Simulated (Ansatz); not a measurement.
# Relaxing a trial structure of AlBFHP

The starting geometry of this gas-phase doublet was optimised with GFN2-xTB; its bonds are those of `B=[P][Al][F]`.

```yaml
atoms:
  - { symbol: Al, position_ang: [-2.2603, -0.5590, -1.0120] }
  - { symbol: B, position_ang: [-3.5194, -0.3279, 1.9457] }
  - { symbol: F, position_ang: [-1.5773, -0.9030, -2.4931] }
  - { symbol: P, position_ang: [-3.1259, -1.5895, 0.8906] }
  - { symbol: H, position_ang: [-3.8599, 0.3462, 2.8128] }
```

Task: Where would you expect an optimisation with PBE0-D3(BJ)/def2-SVP to take it?

Result: It rearranges to `[F][Al]1[BH][P]1`. Contacts that close: Al1–B2 (3.22 → 2.08 Å).

The energy falls by 0.84 eV over 14 steps:

| step | E − E(last) (eV) |
| --- | --- |
| 1 | 0.837 |
| 2 | 0.610 |
| 4 | 0.425 |
| 5 | 0.318 |
| 7 | 0.154 |
| 8 | 0.096 |
| 10 | 0.005 |
| 11 | 0.000 |
| 13 | 0.000 |
| 14 | 0.000 |

Final geometry (Å):

```csv
atom,x (Å),y (Å),z (Å)
Al,-2.4705,-0.6927,-0.4844
B,-3.2850,-0.3469,1.4016
F,-1.8019,-0.4307,-1.9757
P,-3.2112,-2.1103,1.0523
H,-3.5741,0.5474,2.1503
```

No frequencies were run, so the end isn't proven a minimum. Open shells are spin-unrestricted. Run with Ansatz 0.2.0, 2.7 min on 1 thread of Intel(R) Xeon(R) Processor @ 2.50GHz (Skylake/Cascade Lake) (shared host).
